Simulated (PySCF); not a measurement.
How methods differ on the ionisation energy of Fe

Fe [Ar] 3d6 4s2 (5D) → Fe⁺ [Ar] 3d6 4s1 (6D), as a difference of total energies. Computed with PySCF 2.14 in aug-cc-pVTZ, with the non-relativistic Hamiltonian (point nucleus). Correlated levels: valence: [Ar] frozen. The calculations carry no spin-orbit coupling.

| method | ionisation energy (eV) |
| --- | --- |
| UHF | 6.363 |
| LDA | 8.034 |
| PBE | 7.730 |
| PBE0 | 7.541 |
| M06 | 8.430 |
| LC-wPBE | 7.374 |
| PBEsol | 7.675 |
| PW91 | 7.772 |
| MP2 (valence) | 7.446 |
| SCS-MP2 (valence) | 7.632 |

Q: How much does correlation contribute at MP2 (valence)?

A: 7.446 − (6.363) = 1.083 eV, measured against UHF.

These non-relativistic numbers lack the scalar-relativistic shift.

Errors of the correlated levels include the incompleteness of this basis and the frozen core.

MP2 underrates the near-degeneracy of ns² with np² in the lower species.

For comparison: 7.904 eV (measured; NIST levels, between the centres of gravity of the two terms).
